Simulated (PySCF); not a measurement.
Molfile (atoms numbered from 1):
```
CH8O4Si3
     RDKit          3D

 16 16  0  0  0  0  0  0  0  0999 V2000
    2.9931   -0.1921    0.5461 C   0  0  0  0  0  0  0  0  0  0  0  0
    1.7779    0.4631    0.7610 O   0  0  0  0  0  0  0  0  0  0  0  0
    0.5142    0.4852   -0.2302 Si  0  0  0  0  0  4  0  0  0  0  0  0
   -0.5300    1.4744    0.5025 O   0  0  0  0  0  0  0  0  0  0  0  0
   -2.1214    1.2833    0.7507 Si  0  0  0  0  0  4  0  0  0  0  0  0
   -2.5557   -0.2228    0.3209 O   0  0  0  0  0  0  0  0  0  0  0  0
   -1.6746   -1.4781   -0.2130 Si  0  0  0  0  0  4  0  0  0  0  0  0
   -0.1353   -0.9948   -0.4105 O   0  0  0  0  0  0  0  0  0  0  0  0
    2.8330   -1.2366    0.2727 H   0  0  0  0  0  0  0  0  0  0  0  0
    3.5706   -0.1383    1.4694 H   0  0  0  0  0  0  0  0  0  0  0  0
    3.5467    0.2987   -0.2575 H   0  0  0  0  0  0  0  0  0  0  0  0
    0.7701    0.9836   -1.5726 H   0  0  0  0  0  0  0  0  0  0  0  0
   -2.3344    1.4117    2.1816 H   0  0  0  0  0  0  0  0  0  0  0  0
   -2.8090    2.1799   -0.1646 H   0  0  0  0  0  0  0  0  0  0  0  0
   -2.1897   -1.8163   -1.5300 H   0  0  0  0  0  0  0  0  0  0  0  0
   -1.6632   -2.4921    0.8294 H   0  0  0  0  0  0  0  0  0  0  0  0
  1  2  1  0
  2  3  1  0
  3  4  1  0
  4  5  1  0
  5  6  1  0
  6  7  1  0
  7  8  1  0
  8  3  1  0
  1  9  1  0
  1 10  1  0
  1 11  1  0
  3 12  1  0
  5 13  1  0
  5 14  1  0
  7 15  1  0
  7 16  1  0
M  END
```

Geometry: GFN2-xTB; GIAO absolute shieldings from PySCF 2.14.0 with density-fitted response routines, gas phase, non-relativistic, averaged over equivalent atoms.

At BLYP/pcseg-1 (164 basis functions, 50 s wall time on 1 thread of an Arm Neoverse N1, shared host):
```csv
atoms,σ (ppm)
C1,137.3
O4/O8,225.5
O6,237.0
O2,281.5
Si5/Si7,377.9
Si3,406.6
H14/H15,26.47
H13/H16,26.48
H12,27.01
H9/H10/H11,27.76
```

**Question.** Estimate the result of repeating the calculation with PBE0/pcSseg-1.

**Answer.** 
```csv
atoms,σ at PBE0/pcSseg-1,change
C1,136.3,-1.0
O4/O8,235.9,+10.4
O6,249.0,+12.0
O2,296.2,+14.7
Si5/Si7,386.9,+9.0
Si3,418.8,+12.2
H14/H15,26.56,+0.09
H13/H16,26.57,+0.09
H12,27.11,+0.10
H9/H10/H11,27.75,-0.01
```

The largest change is at O2 (oxygen bonded to C, Si). Cost: 197 basis functions, 50 s wall time on 1 thread of an Arm Neoverse N1, shared host.
